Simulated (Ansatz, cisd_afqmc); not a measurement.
Species: S, charge 0, triplet.

Total energies in aug-cc-pVTZ-DK, 6 correlated electrons, 5 frozen orbitals. Open shells are spin-unrestricted; no spin-orbit coupling. The -DK rows use spin-free X2C. AFQMC/CISD: phaseless, guided by CISD from CCSD amplitudes; bars are statistical, one sigma. Outlying blocks are dropped, and bars are widened where a walk drifts. Over all cases where full CI ran beside it in this data, AFQMC minus full CI had a median of +0.1 mEh and passed +0.4 mEh in a tenth of the cases. Full CI freezes restricted core orbitals and the other rows unrestricted ones, which leaves a small offset even where coupled cluster is exact.

```csv
method,program,energy (Eh),error against FCI (mEh)
HF,Ansatz,-398.59113,147.15
MP2,Ansatz,-398.70964,28.64
CCSD,Ansatz,-398.73239,5.89
CCSD(T),Ansatz,-398.73736,0.92
CCSDT(Q),Ansatz,-398.73832,-0.04
CCSDTQ,Ansatz,-398.73834,-0.06
AFQMC/CISD,cisd_afqmc,-398.7380 ± 0.0002,0.3 ± 0.2
FCI,Ansatz,-398.73828,0.00
```

Ansatz is a first-principles code.
